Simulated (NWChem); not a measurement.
System: GeH2, singlet; SMILES [GeH2]

Program: NWChem. Low-valent species are run as closed-shell singlets; no triplet was tried in these runs. Structure relaxed at the PBE0/def2-SVP level. Ions are spin-unrestricted doublets at the neutral geometry; other ion states weren't tried.

For level PBE/def2-SVP:

```
Property       Result
-------------  ------
−ε(HOMO) (eV)    5.82
```

**Question.** Estimate the same quantities for level PBE0/def2-SVP.

**Answer.** 
| Property | Value |
|---|---|
| −ε(HOMO) (eV) | 6.86 |
